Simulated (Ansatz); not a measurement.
Gas-phase electronic energies from Ansatz, PBE0-D4/def2-TZVP geometries. CCSD(T)/CBS is the MP2 limit (def2-TZVPP, def2-QZVPP) plus CCSD(T) − MP2 in def2-TZVPP, frozen cores. This one scheme is used for every species. Functionals use def2-TZVPP. HSE06 is defined as in plane-wave codes. Each species was taken in one conformer, which may not be the lowest.

Consider the formal exchange of groups at the Si–S bond: `CS[SiH2]S` + `O[SiH3]` → `O[SiH2][SiH2]S` + CH₃SH.

`CS[SiH2]S`:

Cartesian coordinates in Å:
```
C -0.982 -0.435 1.347
S -1.123 -0.819 -0.422
Si 0.260 0.577 -1.212
S 2.240 0.359 -0.436
H 0.055 -0.507 1.674
H -1.578 -1.175 1.879
H -1.372 0.560 1.561
H -0.084 1.975 -0.848
H 0.205 0.373 -2.679
H 2.380 -0.907 -0.864
```

`O[SiH3]`:

```xyz
6

O     0.287    1.118   -0.558
Si    0.039   -0.388    0.064
H    -0.261    1.832   -0.231
H     0.269   -0.420    1.535
H     1.012   -1.273   -0.616
H    -1.347   -0.868   -0.193
```

`O[SiH2][SiH2]S`:

Cartesian coordinates in Å:
```
O -0.403 -1.794 0.938
Si 0.275 -0.322 1.247
Si 0.649 0.691 -0.834
S -1.105 0.194 -1.993
H -0.943 -1.831 0.142
H 1.506 -0.556 2.043
H -0.638 0.554 2.038
H 1.753 0.053 -1.596
H 0.869 2.162 -0.796
H -1.962 0.849 -1.190
```

CH₃SH:

```xyz
6

C     0.142    0.223   -0.414
S    -0.692    0.110    1.184
H     1.217    0.082   -0.315
H    -0.044    1.232   -0.783
H    -0.269   -0.488   -1.130
H    -0.354   -1.159    1.458
```

```json
{"level": "PBE-D4", "ΔE (kJ/mol)": "57.0", "difference from CCSD(T)/CBS": "-13.3"}
{"level": "r2SCAN-D4", "ΔE (kJ/mol)": "66.3", "difference from CCSD(T)/CBS": "-4.0"}
{"level": "r2SCANh-D4", "ΔE (kJ/mol)": "67.1", "difference from CCSD(T)/CBS": "-3.2"}
{"level": "HSE06-D4", "ΔE (kJ/mol)": "61.3", "difference from CCSD(T)/CBS": "-9.0"}
{"level": "CAM-B3LYP-D4", "ΔE (kJ/mol)": "67.6", "difference from CCSD(T)/CBS": "-2.7"}
{"level": "B2PLYP", "ΔE (kJ/mol)": "70.5", "difference from CCSD(T)/CBS": "0.2"}
{"level": "PBE-QIDH", "ΔE (kJ/mol)": "69.9", "difference from CCSD(T)/CBS": "-0.4"}
{"level": "PBE", "ΔE (kJ/mol)": "56.1", "difference from CCSD(T)/CBS": "-14.2"}
{"level": "r2SCAN", "ΔE (kJ/mol)": "66.1", "difference from CCSD(T)/CBS": "-4.2"}
{"level": "r2SCAN0", "ΔE (kJ/mol)": "68.0", "difference from CCSD(T)/CBS": "-2.3"}
{"level": "CAM-B3LYP", "ΔE (kJ/mol)": "66.9", "difference from CCSD(T)/CBS": "-3.4"}
{"level": "CCSD(T)/def2-SVP", "ΔE (kJ/mol)": "65.5", "difference from CCSD(T)/CBS": "-4.8"}
{"level": "SCS-MP2/def2-TZVPP", "ΔE (kJ/mol)": "77.4", "difference from CCSD(T)/CBS": "7.1"}
{"level": "SCS-MP2/def2-QZVPP", "ΔE (kJ/mol)": "78.4", "difference from CCSD(T)/CBS": "8.1"}
{"level": "HF/CBS(def2)", "ΔE (kJ/mol)": "75.7", "difference from CCSD(T)/CBS": "5.4"}
{"level": "MP2/CBS(def2)", "ΔE (kJ/mol)": "81.5", "difference from CCSD(T)/CBS": "11.2"}
{"level": "CCSD(T)/CBS", "ΔE (kJ/mol)": "70.3", "difference from CCSD(T)/CBS": "0"}
```

Largest T1 diagnostic among the species: 0.012.

At CCSD(T), def2-SVP lies −4.8 kJ/mol from the extrapolated value and def2-TZVPP −1.8 kJ/mol. From PBE to PBE0 (25 % exact exchange), in def2-TZVPP and without D4, ΔE moves by +4.4 kJ/mol.
